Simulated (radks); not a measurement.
Valence configurations of the fluorine ion F+ (all share [He]). Method: Dirac Kohn-Sham, BLYP, spin-unpolarised, spherical densities, finite nucleus; open shells are shared between the two j in proportion to 2j + 1; Fermi nuclear charge, rms radius 2.8976 fm; computed with a radial shooting solver on a logarithmic mesh with Libxc functionals. Energies are relative to 2s2 2p4; eigenvalues in eV.

| valence | E (eV) | e(2p1/2) | e(2p3/2) | e(2s1/2) |
|---|---|---|---|---|
| 2s2 2p4 | 0.000 | -28.371 | -28.296 | -47.250 |
| 2s1 2p5 | 18.958 | -28.479 | -28.405 | -47.418 |
| 2s1.5 2p4.5 | 9.472 | -28.423 | -28.348 | -47.331 |
| 2s0.5 2p5.5 | 28.460 | -28.540 | -28.465 | -47.509 |
| 2p6 | 37.977 | -28.604 | -28.530 | - |

NIST lists [He] 2s2 2p4 as the ground configuration; this level of theory agrees among the configurations tried. The energies are those of spherical spin-averaged densities, not of single terms.
